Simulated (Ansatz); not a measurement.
Consider the ligand exchange at a Ge–S bond: `S[S][GeH3]` + CH₃NH₂ → `C[NH][GeH3]` + `SS`.

Program: Ansatz. Geometries: PBE0-D4/def2-TZVP. ΔE: electronic, gas phase. CCSD(T)/CBS is the MP2 limit (def2-TZVPP, def2-QZVPP) plus CCSD(T) − MP2 in def2-TZVPP, frozen cores. This one scheme is used for every species. DFT in def2-TZVPP. For Ge outer-core shells are correlated without core-valence functions, which leaves a few kJ/mol of doubt a bond. Scalar relativity is left out up to krypton. One conformer a species, not always the lowest.

CCSD(T)/CBS gives +47.8 kJ/mol.

(1) Another level gave +45.2 kJ/mol. Which?
A. RPA@PBE/def2-TZVPP
B. B97M-V/def2-TZVPP
C. revPBE/def2-TZVPP
D. CAM-B3LYP-D4/def2-TZVPP

Largest T1 diagnostic among the species: 0.012.

## Answers

(1) D. CAM-B3LYP-D4 45.2, revPBE 54.6, B97M-V 50.3, RPA@PBE/def2-TZVPP 41.0 kJ/mol.

At CCSD(T), def2-SVP lies −6.4 kJ/mol from the extrapolated value and def2-TZVPP −2.8 kJ/mol. Leaving LDA and LC-ωPBE aside and taking each functional with its dispersion term where it has one, the values, not all of them listed here, spread over 9.5 kJ/mol, from CAM-B3LYP-D4 to PBE-D4. LDA lies −4.5 kJ/mol from PBE without D4.
